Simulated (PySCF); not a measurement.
# SMILES [O-]N1BC=CC=C1, [C4H5BNO]-, charge -1

Geometry:
```csv
atom,x (Å),y (Å),z (Å)
O1,3.063,0.717,0.377
N2,1.779,0.618,0.386
B3,0.887,1.787,0.383
C4,-0.586,1.519,0.394
C5,-1.061,0.202,0.406
C6,-0.153,-0.859,0.408
C7,1.222,-0.621,0.398
H8,1.420,2.879,0.373
H9,-1.327,2.329,0.393
H10,-2.137,-0.021,0.414
H11,-0.495,-1.899,0.417
H12,1.966,-1.423,0.399
```

Total charge -1.

Theory: quadratic response CAM-B3LYP/def2-TZVPD first hyperpolarisability, Taylor convention, gas phase in PySCF 2.14.0. Geometry: PBE0-D3(BJ)/def2-SVP.

For a gas-phase anion, states above the detachment energy (about 1.7 eV, taken as minus the energy of the highest occupied orbital) lie in the continuum and depend on the basis.

Problem. Give the tensor of the static β(0;0,0) in the axes of these coordinates.

Solution. In au, Taylor convention; rows are the first index (the induced dipole):
```csv
,xx,yy,zz,xy,xz,yz
x,+257.6,-6.3,+68.1,+86.8,-1.4,-0.5
y,+86.8,-62.9,-75.4,-6.3,-0.5,-0.5
z,-1.4,-0.5,+0.3,-0.5,+68.1,-75.4
```
Norm of βᵢ = ⅓ Σⱼ (βᵢⱼⱼ + βⱼᵢⱼ + βⱼⱼᵢ): 323.6 au, hyper-Rayleigh value 140.7 au.
